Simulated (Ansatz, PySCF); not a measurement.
Molecule: C2N, charge 0, multiplicity 2. SMILES: [C][N][C]
Geometry: optimised at B3LYP-D3(BJ)/def2-TZVP (Ansatz, a program for electronic structure).

Wanted: atomisation energy, in kcal/mol. Set-up: open shells spin-unrestricted; non-relativistic; atomisation electronic, to ground-state atoms; dispersion terms only where a functional's name holds one; spin-orbit terms left out; six Cartesian d functions in 6-31G* and its kin unless marked 5d. Ab initio and DFT rows: single points at B3LYP-D3(BJ) geometries (Ansatz).

```json
[
 {"species": "[C][N][C]", "coefficient": "-1", "E at B3LYP/6-31G* (Ansatz), Eh": "-130.75385", "E at M06-2X/def2-TZVPD (PySCF), Eh": "-130.74900"},
 {"species": "C atom", "coefficient": "+2", "E at B3LYP/6-31G* (Ansatz), Eh": "-37.84628", "E at M06-2X/def2-TZVPD (PySCF), Eh": "-37.84258"},
 {"species": "N atom", "coefficient": "+1", "E at B3LYP/6-31G* (Ansatz), Eh": "-54.58449", "E at M06-2X/def2-TZVPD (PySCF), Eh": "-54.58717"}
]
```

 1 Eh = 627.5095 kcal/mol.

Q: Work the quantity out at each level.

A: 
- B3LYP/6-31G*: the sum of coefficient times E is 0.47680 Eh, or 299.20 kcal/mol. Result: 299.2 kcal/mol.
- M06-2X/def2-TZVPD: the sum of coefficient times E is 0.47667 Eh, or 299.11 kcal/mol. Result: 299.1 kcal/mol.
